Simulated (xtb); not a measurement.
C5H15O2Si, charge +1, singlet, geometry from GFN2-xTB; GFN0-xTB run with xtb.

xtb was given this input:
```
$ xtb mol.xyz --gfn 0 --chrg 1 --ohess --json

# file mol.xyz
23

C      2.94369932     1.91177469     0.71550495
C      2.64124402     0.60970739    -0.00095751
O      1.23034019     0.45642314    -0.11564129
Si     0.26214938    -0.71284220    -0.59849238
C      0.14484599    -2.26186060     0.46752199
O     -1.19706517     0.23157620    -0.16869727
C     -2.57050323    -0.06891096    -0.48509897
C     -3.48893689     0.46102128     0.59570044
H      4.01886965     2.03260516     0.80233655
H      2.54227533     2.75459528     0.15936291
H      2.51145476     1.90704963     1.71253350
H      3.06763268     0.60847316    -1.00682324
H      3.04307334    -0.24286950     0.55099586
H      0.16235563    -0.85531801    -2.04114479
H     -0.73270441    -2.86366227     0.24628526
H      0.11483817    -2.01364593     1.52946283
H      1.00638691    -2.90789398     0.31757368
H     -1.07031623     1.16675901     0.05768486
H     -2.81443888     0.36276476    -1.45966455
H     -2.62611340    -1.15430626    -0.55532193
H     -4.51458084     0.19196662     0.36207418
H     -3.43148187     1.54550862     0.65987693
H     -3.23563725     0.03337901     1.56234442
```

The log (banner, timings and long lists left out):

```
   ID    Z sym.   atoms
    1    6 C      1, 2, 5, 7, 8
    2    8 O      3, 6
    3   14 Si     4
    4    1 H      9-23

           -------------------------------------------------
          |                Calculation Setup                |
           -------------------------------------------------

           -------------------------------------------------
          |                 G F N 0 - x T B                 |
           -------------------------------------------------

          ...................................................
          :                      SETUP                      :
          :.................................................:
          :  # basis functions                  68          :
          :  # atomic orbitals                  67          :
          :  # shells                           47          :
          :  # electrons                        50          :
          :  electronic temp.          300.0000000     K    :
          :  accuracy                    1.0000000          :
          :  -> integral cutoff          0.2500000E+02      :
          :  -> integral neglect         0.1000000E-07      :
          ...................................................

         :::::::::::::::::::::::::::::::::::::::::::::::::::::
         ::                     SUMMARY                     ::
         :::::::::::::::::::::::::::::::::::::::::::::::::::::
         :: total energy             -25.600786153123 Eh    ::
         :: gradient norm              0.044464971583 Eh/a0 ::
         :: HOMO-LUMO gap              4.908773725895 eV    ::
         ::.................................................::
         :: H0 energy                -27.126852650196 Eh    ::
         :: repulsion energy           0.352118462395 Eh    ::
         :: electrostat energy         1.201774162537 Eh    ::
         :: -> Gsolv                   0.000000000000 Eh    ::
         ::    -> Gsasa                0.000000000000 Eh    ::
         ::    -> Gshift               0.000000000000 Eh    ::
         :: dispersion energy         -0.006503553548 Eh    ::
         :: short-range corr.         -0.021322574312 Eh    ::
         :: add. restraining           0.000000000000 Eh    ::
         :: total charge               1.000000000000 e     ::
         :::::::::::::::::::::::::::::::::::::::::::::::::::::

      -----------------------------------------------------------
     |                   =====================                   |
     |                        A N C O P T                        |
     |                   =====================                   |
     |               Approximate Normal Coordinate               |
     |                Rational Function Optimizer                |
      -----------------------------------------------------------
      -----------------------------------------------------------
     |                   =====================                   |
     |                        A N C O P T                        |
     |                   =====================                   |
     |               Approximate Normal Coordinate               |
     |                Rational Function Optimizer                |
      -----------------------------------------------------------

          ...................................................
          :                      SETUP                      :
          :.................................................:
          :   optimization level            normal          :
          :   max. optcycles                   200          :
          :   ANC micro-cycles                  20          :
          :   degrees of freedom                63          :
          :.................................................:
          :   RF solver                   davidson          :
          :   write xtbopt.log                true          :
          :   linear?                        false          :
          :   energy convergence         0.5000000E-05 Eh   :
          :   grad. convergence          0.1000000E-02 Eh/α :
          :   maxmium RF displ.          1.0000000          :
          :   Hlow (freq-cutoff)         0.1000000E-01      :
          :   Hmax (freq-cutoff)         5.0000000          :
          :   S6 in model hess.         20.0000000          :
          ...................................................

generating ANC from exact Hessian ...
Using Lindh-Hessian (1995)
 Shifting diagonal of input Hessian by    8.4233079650371540E-003
 Lowest  eigenvalues of input Hessian
    0.000000    0.000000    0.000000    0.000000    0.000000    0.000000
    0.010000    0.010213    0.010644    0.011147    0.012393    0.015269
    0.017453    0.018647    0.020583    0.023511    0.026283    0.030985
 Highest eigenvalues
    1.219626    1.261337    1.286499    1.497267    1.538609    2.028637

........................................................................
.............................. CYCLE    1 ..............................
........................................................................
 * total energy  :   -25.6007862 Eh     change        0.0000000E+00 Eh
   gradient norm :     0.0444650 Eh/α   predicted     0.0000000E+00 (   0.00%)
   displ. norm   :     0.2080957 α      lambda       -0.4844975E-02
   maximum displ.:     0.0897563 α      in ANC's #14, #22, #16, ...

........................................................................
.............................. CYCLE    2 ..............................
........................................................................
 * total energy  :   -25.6046276 Eh     change       -0.3841492E-02 Eh
   gradient norm :     0.0352049 Eh/α   predicted    -0.2527463E-02 ( -34.21%)
   displ. norm   :     0.3365838 α      lambda       -0.6049547E-02
   maximum displ.:     0.1308459 α      in ANC's #14, #13, #22, ...

........................................................................
[...]
 * total energy  :   -25.6101516 Eh     change       -0.2546845E-04 Eh
 * total energy  :   -25.6101785 Eh     change       -0.2697933E-04 Eh
 * total energy  :   -25.6101930 Eh     change       -0.1447378E-04 Eh
 * total energy  :   -25.6102167 Eh     change       -0.2365373E-04 Eh
 * total energy  :   -25.6102244 Eh     change       -0.7736315E-05 Eh
 * total energy  :   -25.6102218 Eh     change        0.2552886E-05 Eh
 * total energy  :   -25.6102319 Eh     change       -0.1006263E-04 Eh
 * total energy  :   -25.6102397 Eh     change       -0.7774782E-05 Eh
 * total energy  :   -25.6102444 Eh     change       -0.4721820E-05 Eh
 * total energy  :   -25.6102517 Eh     change       -0.7332953E-05 Eh
 * total energy  :   -25.6102581 Eh     change       -0.6361427E-05 Eh
 * total energy  :   -25.6102608 Eh     change       -0.2665391E-05 Eh
   *** GEOMETRY OPTIMIZATION CONVERGED AFTER 22 ITERATIONS ***
         :: total energy             -25.610260764338 Eh    ::
[...]
  65:  1.98  66:  1.99  67:  1.98  68:  1.96  69:  1.85
 IR intensities (km·mol⁻¹)
   1:  1.67   2:  5.64   3:  4.86   4:  5.23   5:  1.65   6:  2.60   7:  1.91   8:  1.11
   9:  5.19  10:  1.64  11:  2.77  12:  0.26  13:  0.63  14:  0.34  15:  0.11  16:  2.18
  17:  2.17  18:  1.89  19:  0.62  20:  4.85  21: 14.06  22:  6.05  23:  5.19  24:  1.49
  25:  4.95  26:  0.47  27:  1.38  28:  4.89  29:  8.69  30:  9.38  31:  0.88  32:  2.77
Molecule has no symmetry elements
It seems to be the C1 point group
  33:  3.38  34:  1.25  35:  2.64  36:  4.48  37:  1.02  38:  1.78  39:  0.28  40:  1.11
  41:  3.14  42:  0.94  43: 66.61  44:  1.25  45: 25.25  46: 23.97  47:  2.29  48:  8.66
  49: 23.07  50:  3.94  51: 11.53  52:  8.32  53:  9.76  54:  9.54  55: 63.09  56:  4.02
  57: 20.71  58: 21.56  59: 12.26  60: 76.53  61: 51.15  62:  6.22  63:  1.91  64:  4.37
  65: 12.14  66: 10.00  67: 12.53  68: 15.24  69:  3.96
 Raman intensities (Ä⁴*amu⁻¹)
   1:  0.00   2:  0.00   3:  0.00   4:  0.00   5:  0.00   6:  0.00   7:  0.00   8:  0.00
   9:  0.00  10:  0.00  11:  0.00  12:  0.00  13:  0.00  14:  0.00  15:  0.00  16:  0.00
  17:  0.00  18:  0.00  19:  0.00  20:  0.00  21:  0.00  22:  0.00  23:  0.00  24:  0.00
  25:  0.00  26:  0.00  27:  0.00  28:  0.00  29:  0.00  30:  0.00  31:  0.00  32:  0.00
  33:  0.00  34:  0.00  35:  0.00  36:  0.00  37:  0.00  38:  0.00  39:  0.00  40:  0.00
  41:  0.00  42:  0.00  43:  0.00  44:  0.00  45:  0.00  46:  0.00  47:  0.00  48:  0.00
  49:  0.00  50:  0.00  51:  0.00  52:  0.00  53:  0.00  54:  0.00  55:  0.00  56:  0.00
  57:  0.00  58:  0.00  59:  0.00  60:  0.00  61:  0.00  62:  0.00  63:  0.00  64:  0.00
  65:  0.00  66:  0.00  67:  0.00  68:  0.00  69:  0.00
 output can be read by thermo (or use thermo option).
 writing <g98.out> molden fake output.
 recommended (thermochemical) frequency scaling factor: 1.0
           -------------------------------------------------
          |             Thermodynamic Functions             |
           -------------------------------------------------

c1  symmetry found (for desy threshold:  0.10E+00) used in thermo

          ...................................................
          :                      SETUP                      :
          :.................................................:
          :  # frequencies                          63      :
          :  # imaginary freq.                       0      :
          :  linear?                             false      :
          :  only rotor calc.                    false      :
          :  symmetry                               c1      :
          :  rotational number                       1      :
          :  scaling factor                  1.0000000      :
          :  rotor cutoff                   50.0000000 cm⁻¹ :
          :  imag. cutoff                  -20.0000000 cm⁻¹ :
          :.................................................:

    mode    ω/cm⁻¹     T·S(HO)/kcal·mol⁻¹    T·S(FR)/kcal·mol⁻¹   T·S(vib)
   ------------------------------------------------------------------------
       1     19.14    -2.00403 (  2.10%)    -1.34052 ( 97.90%)    -1.35447
       2     41.14    -1.55143 ( 31.42%)    -1.11411 ( 68.58%)    -1.25153
       3     52.52    -1.40736 ( 54.89%)    -1.04182 ( 45.11%)    -1.24248
       4     58.03    -1.34859 ( 64.46%)    -1.01228 ( 35.54%)    -1.22907
       5     63.01    -1.30015 ( 71.60%)    -0.98790 ( 28.40%)    -1.21148
       6     98.70    -1.03750 ( 93.82%)    -0.85498 (  6.18%)    -1.02622
       7    134.11    -0.86055 ( 98.10%)    -0.76420 (  1.90%)    -0.85872
       8    178.56    -0.69868 ( 99.39%)    -0.67940 (  0.61%)    -0.69856
       9    183.86    -0.68241 ( 99.46%)    -0.67074 (  0.54%)    -0.68234
      10    199.49    -0.63738 ( 99.61%)    -0.64658 (  0.39%)    -0.63741
      11    213.99    -0.59909 ( 99.70%)    -0.62580 (  0.30%)    -0.59917
      12    230.49    -0.55906 ( 99.78%)    -0.60379 (  0.22%)    -0.55916
   ------------------------------------------------------------------------

   temp. (K)  partition function   enthalpy   heat capacity  entropy
                                   cal/mol     cal/K/mol   cal/K/mol   J/K/mol
 298.15  VIB  0.731E+06             6869.215     37.324     45.394
         ROT  0.701E+06              888.752      2.981     29.729
         INT  0.512E+12             7757.968     40.305     75.123
         TR   0.152E+28             1481.254      4.968     40.600
         TOT                        9239.2217    45.2734   115.7225   484.1831

       T/K    H(0)-H(T)+PV         H(T)/Eh          T*S/Eh         G(T)/Eh
   ------------------------------------------------------------------------
    298.15    0.147236E-01    0.207175E+00    0.549835E-01    0.152191E+00
   ------------------------------------------------------------------------

         :::::::::::::::::::::::::::::::::::::::::::::::::::::
         ::                  THERMODYNAMIC                  ::
         :::::::::::::::::::::::::::::::::::::::::::::::::::::
         :: total free energy         -25.458069779868 Eh   ::
         ::.................................................::
         :: total energy              -25.610260764338 Eh   ::
         :: zero point energy           0.192450864600 Eh   ::
         :: G(RRHO) w/o ZPVE           -0.040259880131 Eh   ::
         :: G(RRHO) contrib.            0.152190984470 Eh   ::
         :::::::::::::::::::::::::::::::::::::::::::::::::::::

optimized geometry written to: xtbopt.xyz

           -------------------------------------------------
          | TOTAL ENERGY              -25.610260764338 Eh   |
          | TOTAL ENTHALPY            -25.403086262796 Eh   |
          | TOTAL FREE ENERGY         -25.458069779868 Eh   |
          | GRADIENT NORM               0.000434049547 Eh/α |
          | HOMO-LUMO GAP               5.730896570603 eV   |
           -------------------------------------------------

normal termination of xtb
```
